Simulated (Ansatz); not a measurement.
Geometry optimisation, Ansatz, RHF/def2-SVP.

input.yaml

```yaml
crystal:
  periodic: [false, false, false]
  atoms:
    - { symbol: C, position_ang: [-1.2288, 1.4699, -1.0106] }
    - { symbol: Ga, position_ang: [-0.6971, 1.8463, 0.4704] }
    - { symbol: Al, position_ang: [-0.0629, 0.0092, 1.8619] }
    - { symbol: C, position_ang: [0.2222, -1.6584, 0.813] }
    - { symbol: Al, position_ang: [1.5292, -1.4264, -0.6155] }
    - { symbol: Cl, position_ang: [-1.4117, -2.0486, 0.0592] }
    - { symbol: H, position_ang: [-0.8882, 0.7606, -1.7447] }
    - { symbol: H, position_ang: [-2.196, 1.1886, -0.5859] }
    - { symbol: H, position_ang: [-1.4326, 2.4979, -1.5015] }
    - { symbol: H, position_ang: [0.4083, 1.8285, 0.4452] }
    - { symbol: H, position_ang: [1.2215, 0.58, 2.6909] }
    - { symbol: H, position_ang: [0.4735, -2.4895, 1.5046] }
    - { symbol: H, position_ang: [2.2111, 0.017, -0.7765] }
    - { symbol: H, position_ang: [1.8384, -2.6044, -1.5816] }
basis:
  gaussian: { orbitals: def2-SVP }
hamiltonian:
  xc: hf
relax:
  f_tol: 0.015
  max_steps: 40
output:
  orbitals: {}
```

Run as:

```bash
$ ansatz run input.yaml --threads 2 --pin off --max-ram 3072MiB --backend cpu --events-out ev --progress --plain --runs-dir out
```

Where does it end, and by what steps?

The run converged. The force dipped under the threshold on the way, but the program's further checks kept it going. After 35 steps the energy has fallen by 8.980 eV; H7 moved furthest, 2.12 Å. The start is strongly strained (largest force component 22 eV/Å). Joined: Al5–Cl6 (3.08 → 2.47 Å).

```tsv
step	energy less start (eV)	largest force component (eV/Å)	accepted
0	0.0000	21.677	yes
2	-6.4294	2.544	yes
4	-7.8438	0.428	yes
6	-8.3497	0.398	yes
8	-8.7422	0.260	yes
10	-8.8628	0.429	yes
12	-8.9100	0.160	yes
14	-8.9227	0.099	yes
16	-8.9275	0.053	yes
18	-8.9334	0.125	yes
20	-8.9424	0.162	yes
22	-8.9496	0.222	yes
24	-8.9591	0.211	yes
26	-8.9675	0.193	yes
28	-8.9720	0.052	yes
30	-8.9773	0.080	yes
32	-8.9789	0.075	yes
34	-8.9798	0.015	yes
35	-8.9798	0.011	yes
```

```xyz
14
Properties=species:S:1:pos:R:3
C -2.225 2.304 -0.694
Ga -0.354 1.818 -0.187
Al 0.256 -0.041 1.475
C 0.610 -1.852 0.756
Al 2.259 -2.420 -0.188
Cl 0.051 -1.871 -1.150
H -2.330 2.312 -1.782
H -2.980 1.634 -0.279
H -2.444 3.319 -0.346
H 0.797 2.656 -0.894
H 0.440 0.036 3.052
H 0.035 -2.680 1.168
H 3.296 -1.291 -0.562
H 2.576 -3.956 -0.339
```

Time of the run: 2 min on 2 threads of Intel(R) Xeon(R) Platinum 8488C (Sapphire Rapids) (shared host), peak memory 0.52 GiB.
